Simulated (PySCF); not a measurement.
Delta-SCF ions had no search for a lower state. Excitations are Tamm–Dancoff values on a coarser integration grid. The basis has no diffuse functions, so Rydberg states are missing or too high.

## H$_{3}$AlO$_{3}$, SMILES `[OH][Al]([OH])[OH]` (charge 0, multiplicity 1)

The numbers are results of M06-2X/def2-TZVP // B3LYP-D3(BJ)/def2-TZVP in PySCF 2.14.0, not measurements.

```
Quantity                                                      Value
-------------------------------------------  ----------------------
HOMO                                                      -10.83 eV
dipole moment                                             0.000 e·Å
HOMO–LUMO gap                                              10.92 eV
LUMO                                                        0.09 eV
S1 excitation (TDA)                                         7.38 eV
S1 oscillator strength                                        0.000
brightest of the four lowest singlets (TDA)                 8.23 eV
T1 excitation (TDA)                                         6.98 eV
S1–T1 gap (TDA)                                             0.40 eV
vertical ionisation energy (Delta-SCF)                     12.03 eV
total energy                                           -470.0986 Ha
cost                                         roughly 9 core-minutes
```

```xyz
7

O      1.4115    -0.9200    -0.1634
Al     0.0000     0.0000     0.0000
O     -1.5080    -0.7669     0.0593
O      0.0964     1.6868     0.1042
H      2.2858    -0.5299    -0.2014
H     -1.6111    -1.7178     0.0041
H     -0.6747     2.2477     0.1973
```
